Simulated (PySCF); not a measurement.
C8H6O, SMILES c1ccc(C#C)cc1O, singlet, GFN2-xTB optimised geometry.

```
15

C     -2.29    -2.35     0.00
C     -1.70    -1.31     0.00
C     -0.99    -0.08     0.00
C     -1.69     1.13     0.00
C     -0.99     2.32     0.00
C      0.39     2.33     0.00
C      1.09     1.12     0.00
O      2.45     1.17     0.00
C      0.40    -0.08     0.00
H     -2.81    -3.26     0.00
H     -2.77     1.12     0.00
H     -1.52     3.26     0.00
H      0.95     3.25     0.00
H      2.81     0.28     0.00
H      0.94    -1.02     0.00
```

Density from PBE0/def2-TZVP in PySCF 2.14.0 at that geometry.

Minimum of the electron density along straight lines between bonded atoms, close to the bond critical point (lines longer than 1.1 times the sum of covalent radii, or with two minima, are not listed):

```tsv
bond	length / Å	ρ at the minimum / e bohr⁻³	∇²ρ there / e bohr⁻⁵	position (fraction from the first atom)
C1–C2	1.200	0.418	-1.21	0.49
C2–C3	1.416	0.297	-0.88	0.53
C3–C4	1.393	0.316	-0.93	0.51
C4–C5	1.383	0.322	-0.96	0.50
C5–C6	1.382	0.322	-0.96	0.50
C6–C7	1.393	0.320	-0.96	0.48
C7–O8	1.361	0.294	-0.58	0.34
C3–C9	1.394	0.315	-0.92	0.50
C7–C9	1.387	0.323	-0.96	0.52
C1–H10	1.049	0.299	-1.14	0.66
C4–H11	1.079	0.288	-1.03	0.65
C5–H12	1.080	0.288	-1.04	0.65
C6–H13	1.078	0.288	-1.03	0.65
O8–H14	0.965	0.360	-2.47	0.81
C9–H15	1.083	0.284	-1.00	0.64
```
